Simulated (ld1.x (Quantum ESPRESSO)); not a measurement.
## Debugging a pseudopotential input (Ni, ld1.x (Quantum ESPRESSO) 7.5)

Command:

```bash
ld1.x < Ni.in > Ni.out
```

Input:

```
&input
   title='Ni', zed=28., rel=1, dft='PBE', iswitch=3,
   config='[Ar] 3d8 4s2 4p0',
   nld=3, rlderiv=4.00, eminld=-3.0, emaxld=5.0, deld=0.02
 /
 &inputp
   pseudotype=3, tm=.true., lloc=1, rcloc=1.70,
   nlcc=.true., rcore=0.90,
   file_pseudopw='Ni.UPF', file_wfcaegen='ae.wfc', file_wfcncgen='nc.wfc', file_beta='beta', file_chi='chi', file_wfcusgen='us.wfc'
 /
6
4S  1  0   2.00   0.00  1.55  2.00  0.0
4S  1  0   0.00   2.35  1.55  2.00  0.0
4P  2  1   0.00   0.00  3.40  3.70  0.0
4P  2  1   0.00   0.50  3.40  3.70  0.0
3D  3  2   8.00   0.00  1.05  1.25  0.0
3D  3  2   0.00   2.10  1.05  1.25  0.0
 &test
   configts(1)='3d8 4s2 4p0'
 /
```

Output:

```
Program LD1 v.7.5

 %%%%%%%%%%%%%%%%%%%%%%%%%%%%%%%%%%%%%%%%%%%%%%%%%%%%%%%%%%%%%%%%%%%%%%%%%%%%%%
     Error in routine ld1_readin (1):
     only one local channel
 %%%%%%%%%%%%%%%%%%%%%%%%%%%%%%%%%%%%%%%%%%%%%%%%%%%%%%%%%%%%%%%%%%%%%%%%%%%%%%

     stopping ...
```

Q: This input was made by a single change from one that runs to its end. What was changed?

A: The change: lloc set to 1 without reordering the list of waves. The program refuses the input: "ld1_readin: only one local channel".
